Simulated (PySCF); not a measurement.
## SMILES N1=CC=NC2=NSN=C12, C₄H₂N₄S

Cartesian coordinates in Å; atom numbers follow the order of the lines, from 1:
```xyz
11

C    -1.338   -0.195    0.917
C    -1.520   -0.365   -0.478
N    -0.554   -0.245   -1.351
C     0.642    0.056   -0.828
N     1.775    0.230   -1.506
S     2.934    0.575   -0.457
N     2.090    0.527    0.902
C     0.828    0.232    0.596
N    -0.186    0.101    1.461
H    -2.170   -0.306    1.597
H    -2.494   -0.608   -0.879
```

Computed with PySCF 2.14.0, quadratic response wB97X-D/aug-cc-pVDZ first hyperpolarisability, Taylor convention, gas phase. Geometry: GFN2-xTB.

Give the tensor of the static β(0;0,0) in the axes of these coordinates.

In au, Taylor convention; rows are the first index (the induced dipole):
|  | xx | yy | zz | xy | xz | yz |
| --- | --- | --- | --- | --- | --- | --- |
| x | +11.4 | -2.3 | +39.0 | +4.9 | +8.7 | +5.8 |
| y | +4.9 | -1.8 | +6.3 | -2.3 | +5.8 | +2.5 |
| z | +8.7 | +2.5 | -18.9 | +5.8 | +39.0 | +6.3 |

Norm of βᵢ = ⅓ Σⱼ (βᵢⱼⱼ + βⱼᵢⱼ + βⱼⱼᵢ): 49.6 au, hyper-Rayleigh value 27.0 au.
